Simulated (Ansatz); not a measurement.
```
atom    x (Å)    y (Å)    z (Å)
   C   0.0000   0.0000  -1.5112
  Br   0.0000   0.0000   0.4183
   H   0.0000  -1.0395  -1.8580
   H  -0.9002   0.5197  -1.8580
   H   0.9002   0.5197  -1.8580
```

Basis set: def2-TZVP (spherical functions). Frozen core: 10 orbitals. Charge 0, multiplicity 1.

Computed with Ansatz (development build ahead of 0.2.0); each method stands on the lowest determinant of its kind that the runs found. Restricted open shells among the atoms or ions are ROHF, correlated in semicanonical orbitals with singles.

Give the atomization energy at this shape (free ground-state atoms in the same class of orbitals less the molecule, no zero-point energy) of singlet CH3Br by RHF-MP2, RHF.

| method | atomization energy |
| --- | --- |
| RHF-MP2 | 16.17 eV |
| RHF | 12.64 eV |
